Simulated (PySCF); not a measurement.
C₂H₄ClFOSi.

```xyz
10

C     -2.1815    -0.5734    -0.3609
C     -1.0333    -0.7143     0.6062
O     -1.1641    -1.0646     1.7613
Si     0.7481    -0.2716     0.0266
F      0.9989    -0.8852    -1.4580
Cl     0.8656     1.7873    -0.1129
H     -2.2296     0.4706    -0.7154
H     -3.1277    -0.8547     0.1228
H     -1.9986    -1.2003    -1.2499
H      1.7790    -0.7865     0.9490
```

Geometry: B3LYP-D3(BJ)/def2-SVP. The structure was generated by enumeration; whether it is a known compound was not checked. The values are those of a single conformer.

Calculation: PBE/pcSseg-1 (PySCF). Non-relativistic, no solvent.

Give the absolute GIAO shielding of each atom: isotropic value and principal components (ppm). (An estimate is asked for; the answer gives what the named calculation found.)


```
atom  σ(iso)      σ11     σ22    σ33    span
----  ------  -------  ------  -----  ------
C1     143.3    112.4   132.8  184.7    72.3
C2     -52.5   -132.7  -109.1   84.2   216.9
O3    -481.2  -1280.0  -495.7  332.2  1612.3
Si4    358.6    304.2   342.3  429.3   125.0
F5     312.4    260.9   317.9  358.3    97.4
Cl6    854.4    671.8   897.1  994.4   322.7
H7      28.3     25.1    29.6   30.3     5.3
H8      29.2     26.7    27.0   33.8     7.0
H9      28.5     25.3    29.1   31.0     5.7
H10     26.0     22.7    23.7   31.7     9.0
```
